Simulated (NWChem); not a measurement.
System: CH5GeNO, singlet; SMILES C[O][Ge][NH2]

The following NWChem deck was run.

```
start job
memory heap 200 mb stack 900 mb global 1100 mb
geometry units angstroms noautoz
  Ge     0.427183    -0.680058     0.064745
  O      0.655806     1.101651     0.111406
  C     -0.322912     2.090627     0.050924
  H     -1.044156     2.028083     0.889631
  H      0.157314     3.081973     0.104594
  H     -0.904737     2.057053    -0.891378
  N     -1.393524    -0.728948    -0.077186
  H     -2.030258     0.061021    -0.115555
  H     -1.888694    -1.612914    -0.130655
end
basis spherical
  * library def2-svp
end
dft
  xc xpbe96 cpbe96
  iterations 150
  vectors input atomic output neutral.movecs
end
task dft energy
charge 1
dft
  odft
  mult 2
  vectors input atomic output cation.movecs
end
task dft energy
```

Low-valent species are run as closed-shell singlets; no triplet was tried in these runs. Geometry: optimised at PBE0/def2-SVP.

Ions are spin-unrestricted doublets at the neutral geometry; other ion states weren't tried.

Predict the main results of this run. (PBE/def2-SVP, vertical spin-unrestricted ions.) Quantities: −ε(HOMO) (eV).


```yaml
"−ε(HOMO) (eV)": 5.95
```
